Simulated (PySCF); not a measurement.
Isomers of C7H9ClO.

All values: PBE0/pcSseg-1 (PySCF) at GFN2-xTB geometries, gas phase, one conformer each.

Question: Rank by HOMO energy, lowest first.
A. `[CH2:1]=[CH:2][CH2:3][C@@H:4]([CH:5]=[CH2:6])[C:7](=[O:8])[Cl:9]` with C1–C2–C3–C4 114°, C2–C3–C4–C5 177°, C3–C4–C5–C6 -120°, C3–C4–C7–O8 -58°
B. `[CH3:1][CH2:2][CH2:3][c:4]1[o:5][cH:6][cH:7][c:8]1[Cl:9]` with C1–C2–C3–C4 -67°, C2–C3–C4–O5 -76°
C. `[CH2:1]=[CH:2][C@@H:3]1[CH2:4][C@@:5]1([CH3:6])[C:7](=[O:8])[Cl:9]` with C1–C2–C3–C4 -158°, C4–C5–C7–O8 25°

Answer: A (-7.72 eV), C (-7.49 eV), B (-6.50 eV).

Question: Rank by dipole moment, lowest first.
A. `[CH2:1]=[CH:2][C@:3]1([Cl:4])[CH2:5][C@@H:6]2[O:7][C@@H:8]2[CH2:9]1` with C1–C2–C3–Cl4 0°, C2–C3–C5–C6 -96°, C3–C5–C6–O7 49°, C5–C6–O7–C8 -98°, C6–O7–C8–C9 98°
B. `[CH3:1][CH2:2][CH2:3][c:4]1[o:5][cH:6][cH:7][c:8]1[Cl:9]` with C1–C2–C3–C4 -67°, C2–C3–C4–O5 -76°
C. `[CH2:1]=[CH:2][C@@H:3]1[CH2:4][C@@:5]1([CH3:6])[C:7](=[O:8])[Cl:9]` with C1–C2–C3–C4 -158°, C4–C5–C7–O8 25°
D. `[CH2:1]=[CH:2][CH2:3][C@@H:4]([CH:5]=[CH2:6])[C:7](=[O:8])[Cl:9]` with C1–C2–C3–C4 114°, C2–C3–C4–C5 177°, C3–C4–C5–C6 -120°, C3–C4–C7–O8 -58°

Answer: B (1.06 D), A (1.50 D), D (2.88 D), C (3.42 D).

Question: Rank by the lowest Hirshfeld charge on any atom, lowest value first.
A. `[CH2:1]=[CH:2][C@@H:3]1[CH2:4][C@@:5]1([CH3:6])[C:7](=[O:8])[Cl:9]` with C1–C2–C3–C4 -158°, C4–C5–C7–O8 25°
B. `[CH3:1][CH2:2][CH2:3][c:4]1[o:5][cH:6][cH:7][c:8]1[Cl:9]` with C1–C2–C3–C4 -67°, C2–C3–C4–O5 -76°
C. `[CH2:1]=[CH:2][C@@:3]1([CH3:4])[CH2:5][C@@H:6]1[C:7](=[O:8])[Cl:9]` with C1–C2–C3–C4 3°, C5–C6–C7–O8 -21°
D. `[CH2:1]=[CH:2][C@:3]1([Cl:4])[CH2:5][C@@H:6]2[O:7][C@@H:8]2[CH2:9]1` with C1–C2–C3–Cl4 0°, C2–C3–C5–C6 -96°, C3–C5–C6–O7 49°, C5–C6–O7–C8 -98°, C6–O7–C8–C9 98°

Answer: A (-0.206 e), C (-0.195 e), D (-0.149 e), B (-0.123 e).

All values together:

```json
{"SMILES": "C=C[C@@]1(C)C[C@@H]1C(=O)Cl", "μ (D)": "3.36", "HOMO (eV)": "-7.57", "LUMO (eV)": "-1.24", "lowest IAO charge (e)": "-0.429 (C)", "highest IAO charge (e)": "+0.367 (C)", "lowest Hirshfeld charge (e)": "-0.195 (O)", "highest Hirshfeld charge (e)": "+0.182 (C)"}
{"SMILES": "C=C[C@@H]1C[C@@]1(C)C(=O)Cl", "μ (D)": "3.42", "HOMO (eV)": "-7.49", "LUMO (eV)": "-1.17", "lowest IAO charge (e)": "-0.421 (C)", "highest IAO charge (e)": "+0.360 (C)", "lowest Hirshfeld charge (e)": "-0.206 (O)", "highest Hirshfeld charge (e)": "+0.179 (C)"}
{"SMILES": "C=C[C@]1(Cl)C[C@@H]2O[C@@H]2C1", "μ (D)": "1.50", "HOMO (eV)": "-7.69", "LUMO (eV)": "0.32", "lowest IAO charge (e)": "-0.409 (O)", "highest IAO charge (e)": "+0.164 (H)", "lowest Hirshfeld charge (e)": "-0.149 (O)", "highest Hirshfeld charge (e)": "+0.059 (C)"}
{"SMILES": "CCCc1occc1Cl", "μ (D)": "1.06", "HOMO (eV)": "-6.50", "LUMO (eV)": "0.09", "lowest IAO charge (e)": "-0.419 (C)", "highest IAO charge (e)": "+0.176 (H)", "lowest Hirshfeld charge (e)": "-0.123 (C)", "highest Hirshfeld charge (e)": "+0.066 (H)"}
{"SMILES": "C=CC[C@@H](C=C)C(=O)Cl", "μ (D)": "2.88", "HOMO (eV)": "-7.72", "LUMO (eV)": "-1.17", "lowest IAO charge (e)": "-0.352 (O)", "highest IAO charge (e)": "+0.374 (C)", "lowest Hirshfeld charge (e)": "-0.194 (O)", "highest Hirshfeld charge (e)": "+0.188 (C)"}
```

Conformers: `[CH2:1]=[CH:2][C@@:3]1([CH3:4])[CH2:5][C@@H:6]1[C:7](=[O:8])[Cl:9]` with C1–C2–C3–C4 3°, C5–C6–C7–O8 -21°; `[CH2:1]=[CH:2][C@@H:3]1[CH2:4][C@@:5]1([CH3:6])[C:7](=[O:8])[Cl:9]` with C1–C2–C3–C4 -158°, C4–C5–C7–O8 25°; `[CH2:1]=[CH:2][C@:3]1([Cl:4])[CH2:5][C@@H:6]2[O:7][C@@H:8]2[CH2:9]1` with C1–C2–C3–Cl4 0°, C2–C3–C5–C6 -96°, C3–C5–C6–O7 49°, C5–C6–O7–C8 -98°, C6–O7–C8–C9 98°; `[CH3:1][CH2:2][CH2:3][c:4]1[o:5][cH:6][cH:7][c:8]1[Cl:9]` with C1–C2–C3–C4 -67°, C2–C3–C4–O5 -76°; `[CH2:1]=[CH:2][CH2:3][C@@H:4]([CH:5]=[CH2:6])[C:7](=[O:8])[Cl:9]` with C1–C2–C3–C4 114°, C2–C3–C4–C5 177°, C3–C4–C5–C6 -120°, C3–C4–C7–O8 -58°.
